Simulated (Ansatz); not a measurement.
Mulliken charges of ClGeH2I (`[Cl][GeH2][I]`) from ωB97M-V/def2-TZVPP in Ansatz (PBE0-D4/def2-TZVP geometry).

```json
{"atom": "Cl1", "x (Å)": "-1.876", "y (Å)": "0.776", "z (Å)": "0.342", "charge (e)": "-0.258"}
{"atom": "Ge2", "x (Å)": "0.034", "y (Å)": "-0.021", "z (Å)": "-0.220", "charge (e)": "0.333"}
{"atom": "I3", "x (Å)": "1.320", "y (Å)": "-0.607", "z (Å)": "1.841", "charge (e)": "-0.182"}
{"atom": "H4", "x (Å)": "-0.216", "y (Å)": "-1.296", "z (Å)": "-1.027", "charge (e)": "0.054"}
{"atom": "H5", "x (Å)": "0.787", "y (Å)": "1.075", "z (Å)": "-0.977", "charge (e)": "0.054"}
```

**Question.** By hand: the dipole of these point charges (1 e Å = 4.8032 D).

**Answer.** Σ q r = (0.286, -0.109, -0.605) e Å, of length 0.678 e Å = 3.26 D.

**Question.** How does the dipole of the full density compare? (Best estimate.)

**Answer.** Ansatz gave: (0.180, -0.070, -0.284) e Å, 1.65 D; the point charges give 1.98 times that, at 7° from its direction.

Point charges leave out the atoms' own dipoles, such as those of lone pairs, and Mulliken's split depends on the basis, so the two needn't agree.
